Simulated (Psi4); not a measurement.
A dimer, H2Ge ··· H2O (SMILES [GeH2] and O); the first 3 atoms form monomer A.

```
6

Ge     0.0704    -0.0024     0.7463
H     -0.0430    -1.1362    -0.3761
H     -0.0273     1.1386    -0.3702
O     -5.4526     0.0344     0.1352
H     -5.5142     0.7764    -0.4750
H     -5.5575    -0.7517    -0.4107
```

What interaction energy does SAPT0/jun-cc-pVDZ, frozen core in Psi4 1.11 give, and which attractive term is the largest?

Total -1.88 kJ/mol: electrostatics -1.69, exchange 0.00, induction -0.06, dispersion -0.13. The most attractive term is electrostatics.
